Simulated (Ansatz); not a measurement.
Z-matrix (Å, degrees):
```
C
O 1 1.417
H 1 1.093 2 110.5
H 1 1.090 2 107.9 3 -118.9
H 1 1.093 2 111.1 3 121.5
Si 2 1.610 1 126.1 3 -73.0
O 6 1.631 2 106.8 1 -175.3
O 6 1.630 2 117.2 1 67.2
O 6 1.622 2 107.2 1 -51.5
C 7 1.396 6 126.5 2 41.8
C 8 1.394 6 127.8 2 80.5
C 9 1.394 6 127.4 2 169.1
C 10 1.514 7 110.4 6 105.3
H 10 1.094 7 112.7 6 -15.5
H 10 1.093 7 109.6 6 -136.6
C 11 1.515 8 111.0 6 -96.5
H 11 1.093 8 109.2 6 145.3
H 11 1.094 8 112.5 6 24.4
C 12 1.513 9 109.0 6 -143.3
H 12 1.095 9 112.5 6 -24.4
H 12 1.094 9 110.8 6 98.2
F 13 1.335 10 112.0 7 59.1
F 13 1.337 10 109.8 7 178.9
F 13 1.338 10 111.8 7 -61.4
F 16 1.338 11 109.6 8 -178.0
F 16 1.338 11 111.7 8 62.5
F 16 1.334 11 112.1 8 -58.1
F 19 1.339 12 109.5 9 -179.4
F 19 1.334 12 112.1 9 -59.7
F 19 1.336 12 111.8 9 61.1
```

Charge 0, multiplicity 1.

List the PBE/def2-TZVPP orbital energies in eV (Ansatz 0.2.0). (Estimate.)

Ansatz gave: Occupied: -1781.48, -661.19, -661.18, -661.17, -661.14, -661.12, -661.11, -661.01, -660.95, -660.94, -511.20, -511.20, -511.06, -510.80, -275.54, -275.53, -275.37, -271.37, -271.36, -271.22, -270.44, -138.99, -95.75, -95.74, -95.72, -33.35, -33.34, -33.16, -30.97, -30.95, -30.92, -30.90, -30.77, -30.73, -27.01, -26.26, -26.20, -25.73, -19.62, -19.35, -19.27, -17.45, -16.89, -16.79, -16.63, -15.17, -14.97, -14.95, -14.94, -14.87, -14.77, -14.54, -14.22, -13.98, -13.51, -13.07, -12.98, -12.45, -12.19, -12.01, -11.78, -11.42, -11.39, -11.35, -11.32, -11.23, -11.22, -11.20, -11.16, -10.43, -10.37, -10.24, -10.20, -10.17, -10.11, -10.03, -9.99, -9.90, -9.78, -9.77, -9.59, -8.64, -8.56, -8.28, -8.15, -7.98, -7.76, -7.43, -7.25. Lowest empty: -0.39, 0.44, 0.46, 0.86, 0.94, 1.08, 1.23, 1.31.
